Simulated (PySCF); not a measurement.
F2OS, SMILES O=S(F)F (connectivity only; charge and spin as stated), charge +1, multiplicity 2.

The structure is a stationary point at PBE0-D3(BJ)/def2-TZVP. The multiplicity is an assumed one; other spin states were not compared.

These are PBE0-D3(BJ)/def2-TZVP (PySCF 2.14.0) values and carry that method's errors.

Frequencies are harmonic and unscaled.

Question: Give all harmonic wavenumbers and intensities. (An estimate is asked for; the answer gives what the named calculation found.)

Answer: 
```csv
mode,ν (cm⁻¹),IR (km/mol),moving atoms (share of kinetic energy)
1,384,10.3,"O 48 %, F 39 %, S 13 %"
2,399,8.6,"F 72 %, O 14 %, S 14 %"
3,456,23.9,"S 46 %, F 36 %, O 18 %"
4,901,77.4,"F 65 %, S 20 %, O 15 %"
5,983,166.9,"F 56 %, S 44 %"
6,1281,53.1,"O 57 %, S 39 %"
```
